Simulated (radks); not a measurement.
Problem. Successive ionisation energies (eV) of one element, from differences of total energies of ions in their ground configurations, starting at charge 0: 6.651, 20.592, 37.673, 57.720, 80.292, 105.11, 132.37, 161.23, 191.92, 224.36. All-electron calculation, Dirac Kohn-Sham, LDA (Slater exchange, Perdew-Wang correlation), spin-unpolarised, spherical densities, point nucleus; open shells fill j = l - 1/2 first. Program: a radial shooting solver on a logarithmic mesh with Libxc functionals. Which element is it?

Solution. Nickel (Z = 28). The first species listed is Ni in [Ar] 3d8 4s2, the last Ni9+ in [Ar] 3d1.
